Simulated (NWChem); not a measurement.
System: B₂F₃ cation

NWChem input:

```
start job
memory heap 200 mb stack 900 mb global 1100 mb
charge 1
geometry units angstroms
  F      2.314660    -0.246976    -0.026120
  B      1.116304    -0.118756    -0.012551
  B     -0.657369     0.070230     0.007387
  F     -1.168870     1.240757     0.125940
  F     -1.406909    -0.965827    -0.096864
end
basis spherical
  * library def2-svp
end
dft
  xc pbe0
  iterations 150
end
driver
  maxiter 120
end
task dft optimize
task dft freq
```

Parts of the log:

```
             Northwest Computational Chemistry Package (NWChem) 7.3.0
             --------------------------------------------------------

 C2V symmetry detected

                             Geometry "geometry" -> ""
                             -------------------------

 Output coordinates in angstroms (scale by  1.889725989 to convert to a.u.)

  No.       Tag          Charge          X              Y              Z
 ---- ---------------- ---------- -------------- -------------- --------------
    1 F                    9.0000     0.00000000     0.00000000    -2.32946007
    2 B                    5.0000     0.00000000     0.00000000    -1.12418772
    3 B                    5.0000     0.00000000     0.00000000     0.65963657
    4 F                    9.0000     0.00000000     1.11527094     1.29377202
    5 F                    9.0000     0.00000000    -1.11527094     1.29377202

 Effective nuclear repulsion energy (a.u.)     131.9782134505

      Symmetry information
      --------------------

 Group name             C2v
 Group number             16
 Group order               4
 No. of unique centers     4

                                Z-matrix (autoz)
                                --------

 Units are Angstrom for bonds and degrees for angles

      Type          Name      I     J     K     L     M      Value
      ----------- --------  ----- ----- ----- ----- ----- ----------
    1 Stretch                  1     2                       1.20527
    2 Stretch                  2     3                       1.78382
    3 Stretch                  3     4                       1.28295
    4 Stretch                  3     5                       1.28295
    5 Bend                     1     3     4               119.62227
    6 Bend                     1     3     5               119.62227
    7 Bend                     2     3     4               119.62227
    8 Bend                     2     3     5               119.62227
    9 Bend                     4     3     5               120.75547
   10 Torsion                  2     3     4     5         180.00000
   11 Torsion                  2     3     5     4         180.00000
   12 Torsion                  1     2     4     3         180.00000
   13 Torsion                  1     2     5     3         180.00000

                           NWChem Geometry Optimization
                           ----------------------------

 maximum gradient threshold         (gmax) =   0.000450
 rms gradient threshold             (grms) =   0.000300
 maximum cartesian step threshold   (xmax) =   0.001800
 rms cartesian step threshold       (xrms) =   0.001200
 fixed trust radius                (trust) =   0.300000
 source of zmatrix                         =   autoz

          -------------------
          Energy Minimization
          -------------------

 Using diagonal initial Hessian
 Scaling for Hessian diagonals: bonds = 1.00  angles = 0.25  torsions = 0.10

          --------
          Step   0

                                 NWChem DFT Module
                                 -----------------

 Summary of "ao basis" -> "ao basis" (spherical)
 ------------------------------------------------------------------------------
       Tag                 Description            Shells   Functions and Types
 ---------------- ------------------------------  ------  ---------------------
 F                          def2-svp                 6       14   3s2p1d
 B                          def2-svp                 6       14   3s2p1d

      Symmetry analysis of basis
      --------------------------

        a1         31
        a2          7
        b1         13
        b2         19

            General Information
            -------------------
          SCF calculation type: DFT
          Wavefunction type:  closed shell.
          No. of atoms     :     5
          No. of electrons :    36
           Alpha electrons :    18
            Beta electrons :    18
          Charge           :     1
          Spin multiplicity:     1
          Use of symmetry is: on ; symmetry adaption is: on
          Maximum number of iterations: 150
          AO basis - number of functions:    70
                     number of shells:    30
          Convergence on energy requested:  1.00D-06
          Convergence on density requested:  1.00D-05
          Convergence on gradient requested:  5.00D-04

              XC Information
              --------------
                         PBE0 Method XC Functional
                     Hartree-Fock (Exact) Exchange  0.250
          PerdewBurkeErnzerhof Exchange Functional  0.750
            Perdew 1991 LDA Correlation Functional  1.000 local
           PerdewBurkeErnz. Correlation Functional  1.000 non-local

             Grid Information
             ----------------
          Grid used for XC integration:  medium
          Radial quadrature: Mura-Knowles
          Angular quadrature: Lebedev.
          Tag              B.-S. Rad. Rad. Pts. Rad. Cut. Ang. Pts.
          ---              ---------- --------- --------- ---------
          F                   0.50       49           9.0       434
          B                   0.85       49           8.0       434
          Grid pruning is: on
          Number of quadrature shells:   196
          Spatial weights used:  Erf1

      Superposition of Atomic Density Guess
      -------------------------------------

 Sum of atomic energies:        -346.88552344

 Renormalizing density from      37.00 to     36

      Non-variational initial energy
      ------------------------------

 Total energy =    -342.195605
 1-e energy   =    -723.277287
 2-e energy   =     249.103469
 HOMO         =      -0.829134
 LUMO         =      -0.314026

      Symmetry analysis of molecular orbitals - initial
      -------------------------------------------------

  Numbering of irreducible representations:

     1 a1          2 a2          3 b1          4 b2

  Orbital symmetries:

     1 a1          2 a1          3 b2          4 a1          5 a1
     6 a1          7 a1          8 b2          9 a1         10 a1
    11 b2         12 a1         13 b1         14 b2         15 b1
    16 a2         17 b2         18 a1         19 b1         20 b2
    21 a1         22 b1         23 a1         24 b2         25 a1
    26 b1         27 a1         28 b2

   convergence    iter        energy       DeltaE   RMS-Dens  Diis-err
 ---------------- ----- ----------------- --------- --------- ---------
 d= 0,ls=0.0,diis     1   -348.0986503886 -4.80D+02  3.46D-02  3.07D+00
 d= 0,ls=0.0,diis     2   -347.4240753231  6.75D-01  2.16D-02  1.14D+01
 d= 0,ls=0.0,diis     3   -348.3970287828 -9.73D-01  1.97D-03  2.72D-02
 d= 0,ls=0.0,diis     4   -348.3967211352  3.08D-04  1.10D-03  3.24D-02
 d= 0,ls=0.0,diis     5   -348.3993267972 -2.61D-03  6.14D-05  4.39D-05
  Resetting Diis
 d= 0,ls=0.0,diis     6   -348.3993311308 -4.33D-06  8.55D-06  3.49D-07
 d= 0,ls=0.0,diis     7   -348.3993311795 -4.87D-08  2.16D-06  1.20D-08

         Total DFT energy =     -348.399331179492
      One electron energy =     -735.415888647337
           Coulomb energy =      293.894141902886
    Exchange-Corr. energy =      -38.855797885540
 Nuclear repulsion energy =      131.978213450498

 Numeric. integr. density =       35.999999137524

                  Occupations of the irreducible representations
                  ----------------------------------------------

                     irrep           alpha         beta
                     --------     --------     --------
                     a1               10.0         10.0
                     a2                1.0          1.0
                     b1                2.0          2.0
                     b2                5.0          5.0

                       DFT Final Molecular Orbital Analysis
                       ------------------------------------

 Vector   16  Occ=2.000000D+00  E=-6.906165D-01  Symmetry=a2
              MO Center=  8.5D-16,  2.2D-14,  1.3D+00, r^2= 1.6D+00
   Bfn.  Coefficient  Atom+Function         Bfn.  Coefficient  Atom+Function
  ----- ------------  ---------------      ----- ------------  ---------------
    46      0.480745  4 F  px                60     -0.480745  5 F  px
    49     -0.316462  4 F  px                63      0.316462  5 F  px
    38     -0.060600  3 B  d -2

 Vector   17  Occ=2.000000D+00  E=-6.784409D-01  Symmetry=b2
              MO Center= -7.0D-16, -1.7D-14,  1.2D+00, r^2= 1.7D+00
   Bfn.  Coefficient  Atom+Function         Bfn.  Coefficient  Atom+Function
  ----- ------------  ---------------      ----- ------------  ---------------
    47      0.353121  4 F  py                61      0.353121  5 F  py
    48     -0.337018  4 F  pz                62      0.337018  5 F  pz
    51      0.232541  4 F  pz                65     -0.232541  5 F  pz
    50     -0.204901  4 F  py                64     -0.204901  5 F  py
    36     -0.066586  3 B  py                39      0.062858  3 B  d -1

[...]

      ----------------------
      Optimization converged
      ----------------------

  Step       Energy      Delta E   Gmax     Grms     Xrms     Xmax
  ---- ---------------- -------- -------- -------- -------- --------
@    5    -348.40207417 -1.1D-07  0.00001  0.00000  0.00002  0.00004
                                     ok       ok       ok       ok

                                Z-matrix (autoz)
                                --------

 Units are Angstrom for bonds and degrees for angles

      Type          Name      I     J     K     L     M      Value     Gradient
      ----------- --------  ----- ----- ----- ----- ----- ---------- ----------
    1 Stretch                  1     2                       1.22063   -0.00000
    2 Stretch                  2     3                       1.77040    0.00000
    3 Stretch                  3     4                       1.28239    0.00001
    4 Stretch                  3     5                       1.28239    0.00001
    5 Bend                     1     3     4               115.75376    0.00000
    6 Bend                     1     3     5               115.75376    0.00000
    7 Bend                     2     3     4               115.75376    0.00000
    8 Bend                     2     3     5               115.75376    0.00000
    9 Bend                     4     3     5               128.49248   -0.00000
   10 Torsion                  2     3     4     5         180.00000    0.00000
   11 Torsion                  2     3     5     4         180.00000    0.00000
   12 Torsion                  1     2     4     3         180.00000    0.00000
   13 Torsion                  1     2     5     3         180.00000    0.00000

                         Geometry "geometry" -> "geometry"
                         ---------------------------------

 Output coordinates in angstroms (scale by  1.889725989 to convert to a.u.)

  No.       Tag          Charge          X              Y              Z
 ---- ---------------- ---------- -------------- -------------- --------------
    1 F                    9.0000     0.00000000     0.00000000    -2.30292291
    2 B                    5.0000     0.00000000     0.00000000    -1.08228854
    3 B                    5.0000     0.00000000     0.00000000     0.68811292
    4 F                    9.0000     0.00000000     1.15500712     1.24531568
    5 F                    9.0000     0.00000000    -1.15500712     1.24531568

 Effective nuclear repulsion energy (a.u.)     131.9393228167

      Symmetry information
      --------------------

 Group name             C2v
 Group number             16
 Group order               4
 No. of unique centers     4

                Final and change from initial internal coordinates
                --------------------------------------------------

                                Z-matrix (autoz)
                                --------

 Units are Angstrom for bonds and degrees for angles

      Type          Name      I     J     K     L     M      Value       Change
      ----------- --------  ----- ----- ----- ----- ----- ---------- ----------
    1 Stretch                  1     2                       1.22063    0.01536
    2 Stretch                  2     3                       1.77040   -0.01342
    3 Stretch                  3     4                       1.28239   -0.00056
    4 Stretch                  3     5                       1.28239   -0.00056
    5 Bend                     1     3     4               115.75376   -3.86850
    6 Bend                     1     3     5               115.75376   -3.86850
    7 Bend                     2     3     4               115.75376   -3.86850
    8 Bend                     2     3     5               115.75376   -3.86850
    9 Bend                     4     3     5               128.49248    7.73701
   10 Torsion                  2     3     4     5         180.00000    0.00000
   11 Torsion                  2     3     5     4         180.00000    0.00000
   12 Torsion                  1     2     4     3         180.00000    0.00000
   13 Torsion                  1     2     5     3         180.00000    0.00000

[...]

 Rotational Constants
 --------------------
 A=   0.332571 cm-1  (  0.478484 K)
 B=   0.094822 cm-1  (  0.136424 K)
 C=   0.073784 cm-1  (  0.106157 K)

 Temperature                      =   298.15K
 frequency scaling parameter      =   1.0000

 Zero-Point correction to Energy  =   10.044 kcal/mol  (  0.016005 au)
 Thermal correction to Energy     =   13.146 kcal/mol  (  0.020950 au)
 Thermal correction to Enthalpy   =   13.739 kcal/mol  (  0.021894 au)

 Total Entropy                    =   71.210 cal/mol-K
   - Translational                =   38.998 cal/mol-K (mol. weight =  79.0138)
   - Rotational                   =   24.653 cal/mol-K (symmetry #  =        2)
   - Vibrational                  =    7.559 cal/mol-K

 Cv (constant volume heat capacity) =   14.854 cal/mol-K
   - Translational                  =    2.979 cal/mol-K
   - Rotational                     =    2.979 cal/mol-K
   - Vibrational                    =    8.895 cal/mol-K

[normal modes left out]

 ----------------------------------------------------------------------------
 Normal Eigenvalue ||           Projected Infra Red Intensities
  Mode   [cm**-1]  || [atomic units] [(debye/angs)**2] [(KM/mol)] [arbitrary]
 ------ ---------- || -------------- ----------------- ---------- -----------
    1       -0.000 ||    0.012595           0.291        12.278       2.042
    2        0.000 ||    0.010584           0.244        10.318       1.716
    3        0.000 ||    0.013190           0.304        12.858       2.138
    4        0.000 ||    0.001188           0.027         1.158       0.193
    5        0.000 ||    0.001457           0.034         1.420       0.236
    6        0.000 ||    0.004606           0.106         4.490       0.747
    7      126.502 ||    0.009422           0.217         9.185       1.528
    8      245.495 ||    0.074621           1.722        72.744      12.097
    9      366.856 ||    0.017883           0.413        17.433       2.899
   10      462.790 ||    0.043603           1.006        42.506       7.069
   11      582.131 ||    0.006109           0.141         5.956       0.990
   12      617.614 ||    0.056304           1.299        54.887       9.128
   13     1223.230 ||    0.274363           6.330       267.463      44.478
   14     1635.654 ||    0.296764           6.847       289.300      48.110
   15     1768.669 ||    0.102580           2.367       100.000      16.630
 ----------------------------------------------------------------------------
```

Level: PBE0/def2-SVP.
